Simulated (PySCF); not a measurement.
Computed Raman spectrum (relative Raman activity) of a molecule C3H6OSi. Geometry: ωB97X-D3(BJ)/def2-SVP. The values are those of a single conformer. Method: ωB97X-D3(BJ)/def2-SVP (PySCF). Frequencies are harmonic and unscaled.

Lines under 2 % of the strongest are left out, and lines within 2 cm⁻¹ are merged.

| ν (cm⁻¹) | relative intensity |
|---|---|
| 92 | 4.6 |
| 413 | 6.6 |
| 579 | 2.4 |
| 635 | 6.9 |
| 734 | 5.4 |
| 781 | 4.5 |
| 921 | 6.3 |
| 954 | 12 |
| 961 | 13 |
| 1069 | 2.0 |
| 1085 | 2.9 |
| 1315 | 13 |
| 1416 | 6.4 |
| 1716 | 35 |
| 1801 | 11 |
| 2251 | 77 |
| 2275 | 100 |
| 2280 | 55 |
| 3172 | 44 |
| 3207 | 44 |
| 3283 | 41 |

Question: Identify the compound among the candidates.
A. C=CC(=O)[SiH3]
B. C=C=CO[SiH3]
C. C#CCO[SiH3]
D. C=C1OC[SiH2]1

Answer: A, C=CC(=O)[SiH3]
